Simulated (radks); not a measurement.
Results of a calculation; reference values are marked as such.
Spherical quantum dot in the effective-mass picture: electrons in a hard-walled sphere of radius 1.43, all in effective atomic units (hartree* = m*/eps^2 hartree, bohr* = eps/m* bohr), one dielectric constant everywhere. Level of theory: non-relativistic Kohn-Sham, LDA (Slater exchange, Perdew-Wang correlation), spin-polarised, spherical densities (a radial shooting solver with Libxc functionals). Levels are named by radial order and angular momentum (1s, 1p, 1d, 2s, ...), and open shells are averaged over m.

N = 2, configuration 1s2. This is the lowest configuration that the search found. Occupied and some empty levels:

level  occupation  eigenvalue (hartree*)  <r> (bohr*)
1s              2                 4.0825       0.7336
1p              0                 6.4768       0.8559
1d              0                 9.5872       0.9316
2s              0                 11.357       0.7082

Energy (hartree*): total 6.09876, kinetic 4.8455, external 0, Hartree 2.4338, exchange-correlation -1.1806. Static polarisability (adiabatic kernel): 0.2839 bohr*^3.

Electron density:

r (bohr*)  n(r) (e/bohr*^3)
0.103                0.9085
0.210                0.8712
0.318                0.8100
0.425                0.7272
0.533                0.6272
0.640                0.5158
0.748                0.4001
0.855                0.2885
0.963                0.1891
1.07                 0.1083
1.18                0.04979
1.28                0.01503
1.39              0.0008746
